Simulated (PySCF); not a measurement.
C₄H₁₀OSi, SMILES C=C[C@H]([SiH3])CO. Geometry optimised at PBE0-D3(BJ)/def2-SVP. The structure was generated by enumeration; whether it is a known compound was not checked. The values are those of a single conformer.

Computed equilibrium geometry at PBE0-D3(BJ)/def2-SVP (PySCF confirms it by a frequency run) as a Z-matrix (one conformer of several):
```
C
H 1 1.1043
C 1 1.4955 2 109.09
C 3 1.3353 1 126.15 2 12.72
H 4 1.0927 3 121.46 1 178.45
H 4 1.0950 5 117.17 3 179.54
H 3 1.0997 4 117.93 5 0.58
C 1 1.5318 2 109.00 3 -124.26
H 8 1.1010 1 109.21 2 -45.52
O 8 1.4051 9 106.04 1 121.82
H 10 0.9628 8 108.62 9 172.85
H 8 1.1081 9 106.99 10 119.13
Si 1 1.9111 2 106.73 3 117.25
H 13 1.4926 1 111.27 2 -162.60
H 13 1.4948 14 109.82 1 122.68
H 13 1.4956 14 108.01 15 118.65
```
Charge 0, spin multiplicity 1.
